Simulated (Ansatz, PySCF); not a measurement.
System: C$_{2}$H$_{7}$BO (charge 0, singlet). SMILES: CB(C)O
Geometry: optimised at B3LYP-D3(BJ)/def2-TZVP (Ansatz, a program for electronic structure).

Harmonic wavenumbers (cm⁻¹) at HF/6-31G* (Ansatz, at its own minimum) and at B3LYP-D3(BJ)/def2-TZVP (PySCF, at the structure above). 6-31G* holds six Cartesian d functions. Modes are numbered in rising order, 27 in all, and paired by that order; shown are modes over 250 cm⁻¹ that lie over 6 % from every other mode at both levels, one of each degenerate set, at most eight drawn at random. The second level is harmonic too, so this factor is not the one that brings values to measured fundamentals.

| mode | HF/6-31G* (x) | B3LYP-D3(BJ)/def2-TZVP (y) |
|---|---|---|
| 3 | 316 | 306 |
| 7 | 736 | 715 |
| 13 | 1331 | 1235 |
| 27 | 4123 | 3810 |

Question: Fit one scale factor, y = λ·x, by least squares, and use it for mode 6, which lies at 635 cm⁻¹ at HF/6-31G*.

Answer: λ = Σxy/Σx² = 17975351/19412242 = 0.9260; the rows scatter about it by 18 cm⁻¹ (root mean square). Prediction for mode 6: 588 cm⁻¹. The wavenumber at B3LYP-D3(BJ)/def2-TZVP is 610 cm⁻¹, so the fit misses by -22 cm⁻¹, against +25 cm⁻¹ without it. The fit is meant for this molecule alone.
